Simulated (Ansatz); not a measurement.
# Abstraction of Br: SiH(CH3)2Br + BCl2 → SiH(CH3)2 + BBrCl2

Species: SiH(CH3)2Br, singlet; BCl2 `Cl[B]Cl`, doublet; SiH(CH3)2, doublet; BBrCl2 (bromodichloroborane) `ClB(Cl)Br`, singlet. A radical takes Br: the energy is the difference in strength between the Si–Br bond broken and the B–Br bond made.

Shapes, held fixed at every level: PBE0-D4/def2-TZVP. Programs: Ansatz 0.2.0. The zero-point and thermal change to 298 K, harmonic and unscaled (PBE0-D4/def2-TZVP), is -1.1 kJ/mol.

Estimate ΔH(298 K) of this reaction.

The highest level, CCSD(T)/def2-TZVPP, gives ΔH(298 K) = -8.3 kJ/mol; the levels span -27.1 to +14.5. They disagree on the sign: 1 of 7 are positive. The column of differences is taken from that level and isn't an error. No measured value is set beside it here. Open shells run unrestricted. Relativity is left out for Br. Outer-core shells of Br are correlated, in sets that cover them unevenly.

| level | kind | ΔH(298 K) (kJ/mol) | less CCSD(T)/def2-TZVPP |
| --- | --- | --- | --- |
| MP2/def2-SVP | perturbation theory | -27.1 | -18.8 |
| HF/def2-SVP | Hartree–Fock | -1.8 | +6.5 |
| HF/def2-TZVPP | Hartree–Fock | +14.5 | +22.8 |
| r2SCAN0-D4/def2-TZVPP | global hybrid | -0.5 | +7.8 |
| wB97X-V/def2-TZVPP | range-separated hybrid | -4.0 | +4.3 |
| CCSD/def2-TZVPP | coupled cluster or CI | -5.7 | +2.6 |
| CCSD(T)/def2-TZVPP | coupled cluster or CI | -8.3 | 0.0 |
